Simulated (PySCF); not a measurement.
SMILES O=C[SiH2][SiH2]c1ccccc1 at its GFN2-xTB optimised geometry (Å):

```
20

O      1.5614    -3.3589     0.7590
C      0.8595    -3.6035     1.7093
Si    -0.8709    -2.8047     1.9527
Si    -1.3473    -1.6366     0.0102
C     -0.4030     0.0005     0.0000
C     -1.0596     1.2270     0.0047
C     -0.3527     2.4161     0.0065
C      1.0318     2.3979     0.0039
C      1.7023     1.1857     0.0000
C      0.9901     0.0005     0.0000
H      1.2299    -4.3156     2.4782
H     -1.7348    -3.9365     2.3154
H     -0.7105    -2.0284     3.1908
H     -0.9862    -2.3933    -1.1967
H     -2.7828    -1.3245    -0.0914
H     -2.1405     1.2487     0.0041
H     -0.8813     3.3589     0.0084
H      1.5864     3.3252     0.0047
H      2.7828     1.1658    -0.0020
H      1.5217    -0.9406    -0.0027
```

Level of theory: PySCF 2.14.0 with B3LYP/def2-SVP. Cells within 0.4 Å of a nucleus heavier than hydrogen are left out (blank, or x).

Map of the deformation density (molecule minus spherical neutral atoms) (e/bohr³) on the plane z = 0.6 Å:

```
|2222222222222222222222222|
|2222222222222222222222222|
|2222222222222222222222222|
|2222222221111111112222222|
|2222222211111111112222222|
|2222222211221112211222222|
|2222222111111202111222222|
|2222221111112311111122222|
|2222221111330014111112222|
|2222211131110002022112222|
|2222221121220012022112222|
|2222221111321113111122222|
|2222221111102301111122222|
|2222221111321112111222222|
|2222222211321112111222222|
|2222222311211111112222222|
|2222222223311111122222222|
|2222211124421112222222222|
|2222221112311124212222222|
|222222111111113xx22222222|
|222222211111111x932222222|
|2222222211111111222222222|
|2222222222211111222222222|
|2222222222222222222222222|
|2222222222222222222222222|
```
Scale: ten equal steps from -0.020 (start of '0') to 0.074 (end of '9'), in the order '0123456789'; x runs from -5.50 to 5.50, y from -5.50 (bottom) to 5.50 (top).
